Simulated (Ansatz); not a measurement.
The cluster Os3⁺. Total charge 1; doublet. Geometry PBE0-D4/def2-TZVP; atoms count from 1.

```xyz
3

Os   -0.177   -1.027    0.846
Os    1.178    0.641   -0.058
Os   -1.001    0.386   -0.788
```

In the def2 sets Os takes a core potential; there is no spin–orbit coupling. The relaxed charge 1 doublet is spin-contaminated (final ⟨S²⟩ up to 3.31, 0.75 for a pure state). No other spin state of charge 1 was run. The geometry of the doublet was relaxed on an unsound state (⟨S²⟩ 3.31, where a pure state has 0.75). The structure comes from a short search, and lower isomers may exist.

**Question.** Estimate the Mulliken populations from the PBE0/def2-TZVP orbitals of Ansatz.

**Answer.** 
```
atom  charge (e)  spin (α − β)  d electrons
 Os1        0.32         -0.42         6.62
 Os2        0.32         -0.42         6.62
 Os3        0.37          1.84         6.51
```
Mulliken values and Mayer orders depend strongly on the basis.

**Question.** Where does the spin sit?

**Answer.** Summed by element: Os 1.00, of 1 unpaired in all. Largest on single atoms: Os3 1.84, Os1 -0.42, Os2 -0.42.

**Question.** And the Mayer bond orders between bonded heavy atoms (over 0.3)?

**Answer.** Os1–Os2 1.92 (2.33 Å); Os1–Os3 1.95 (2.31 Å); Os2–Os3 1.95 (2.31 Å).
